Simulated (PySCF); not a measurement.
## Telling isomers of C5H10O2 apart by NMR

Level of theory: structure optimised with PBE0-D3(BJ)/def2-SVP, J: B3LYP/pcJ-1 (spin–dipole term left out of most H,H and C,H couplings), shieldings: GIAO PBE0/pcSseg-1, in PySCF (non-relativistic, no solvent, rapidly exchanging positions averaged, one computed conformer).

Referencing at the same level of theory: 1H (σref 31.27) and 13C (σref 184.41) vs TMS. Multiplet labels drop J under 1 Hz and among equivalent protons, and merge close values. Unscaled 3J(H,H) run several per cent high. Shifts are as computed. Against solution values, carbons near 30 ppm lie about +2 ppm off and those near 130 ppm about +5 ppm. Of 1211 compounds with measured shifts, 218 miss one by over three times the rms of a fit or turn the order of signals round; such compounds aren't used in these exercises.

(1) Tabulate the signals of `CC(=O)OC(C)C`, `COC(=O)C(C)C` and their relative energies.

(2) What is the quickest way to tell CC(=O)OC(C)C from COC(=O)C(C)C?

## Answers

(1) 
```json
{"SMILES": "CC(=O)OC(C)C", "carbon types": "1×C 1×CH 3×CH3", "δC": "173.6, 66.6, 22.5, 22.5", "δH": "4.69 (sept, 1H), 1.96 (s, 3H), 1.17 (d, 6H)", "E rel. (kcal/mol)": "0.0"}
{"SMILES": "COC(=O)C(C)C", "carbon types": "1×C 1×CH 3×CH3", "δC": "181.5, 51.9, 35.2, 20.2", "δH": "3.59 (s, 3H), 2.21 (sept, 1H), 1.12 (d, 6H)", "E rel. (kcal/mol)": "5.4"}
```

Energies are electronic energies at PBE0/pcSseg-1 on these geometries, without zero-point or thermal terms, each for the one conformer computed, which needn't be the lowest.

(2) Both give the same number of carbon signals, with the same numbers of each carbon type, so the positions decide. The first has an sp3 CH bonded to O at 66.6 ppm, the second an sp3 CH α to a carbonyl at 35.2 ppm. Their most deshielded carbons lie at 173.6 and 181.5 ppm. In the proton spectra the most deshielded non-exchanging signals are 4.69 (sept, J = 7.1 Hz, 1H) and 3.59 (s, 3H).
